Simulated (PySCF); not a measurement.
Correlation energy of N²⁺ (nitrogen, charge +2)

[He] 2s2 2p1, 2P determinant. All numbers are calculated (PySCF 2.14, the spin-free X2C one-electron Hamiltonian (Gaussian nucleus), in cc-pVDZ-DK). Frozen: 1s2; 3 electrons correlated.

MP2 pair energies summed by pair of shells (mhartree):

```csv
pair,energy,share (%)
2s-2s,-29.60,64.7
2s-2p,-16.16,35.3
```

Total MP2 correlation energy: -45.76 mhartree.

Same-spin part -2.32 and opposite-spin part -43.44 mhartree; SCS-MP2 scales them by 1/3 and 6/5 to -52.90 mhartree.

| level | correlation energy (mhartree) |
| --- | --- |
| CCSD | -74.26 |
| (T) | -0.54 |
| CCSD(T) | -74.80 |

Diagnostics: T1 = 0.0065, D1 = 0.0121, largest double amplitude 0.138.

Cost of the coupled-cluster step: 0.1 s of wall time on 1 thread of Neoverse-V1 (shared host), for 3 correlated electrons.

Iterations:

```
CC2 = 0
CCSD nocc = (np.int64(2), np.int64(1)), nmo = (13, 13)
frozen orbitals [[0], [0]]
max_cycle = 100
direct = 0
conv_tol = 1e-08
conv_tol_normt = 1e-06
diis_space = 8
diis_start_cycle = 0
Init t2, MP2 energy = -0.0457582256388298
Init E_corr(UCCSD) = -0.0457582256391399
cycle = 1  E_corr(UCCSD) = -0.0619294164378086  dE = -0.0161711908  norm(t1,t2) = 0.0535845
cycle = 2  E_corr(UCCSD) = -0.0685157311768027  dE = -0.00658631474  norm(t1,t2) = 0.0257237
cycle = 3  E_corr(UCCSD) = -0.0743404515073152  dE = -0.00582472033  norm(t1,t2) = 0.0128653
cycle = 4  E_corr(UCCSD) = -0.0742317353206728  dE = 0.000108716187  norm(t1,t2) = 0.000848773
cycle = 5  E_corr(UCCSD) = -0.0742645666251625  dE = -3.28313045e-05  norm(t1,t2) = 0.000105432
cycle = 6  E_corr(UCCSD) = -0.0742511181143407  dE = 1.34485108e-05  norm(t1,t2) = 2.34741e-05
cycle = 7  E_corr(UCCSD) = -0.0742553034703922  dE = -4.18535605e-06  norm(t1,t2) = 8.63218e-06
cycle = 8  E_corr(UCCSD) = -0.0742551665525773  dE = 1.36917815e-07  norm(t1,t2) = 7.13398e-07
cycle = 9  E_corr(UCCSD) = -0.0742551102249907  dE = 5.63275866e-08  norm(t1,t2) = 2.50187e-07
cycle = 10  E_corr(UCCSD) = -0.0742550560095687  dE = 5.4215422e-08  norm(t1,t2) = 1.24623e-07
cycle = 11  E_corr(UCCSD) = -0.0742550541570135  dE = 1.85255522e-09  norm(t1,t2) = 5.17934e-09
UCCSD converged
E(UCCSD) = -52.90961523717954  E_corr = -0.0742550541570135
UCCSD(T) correction = -0.000541042628354086
```
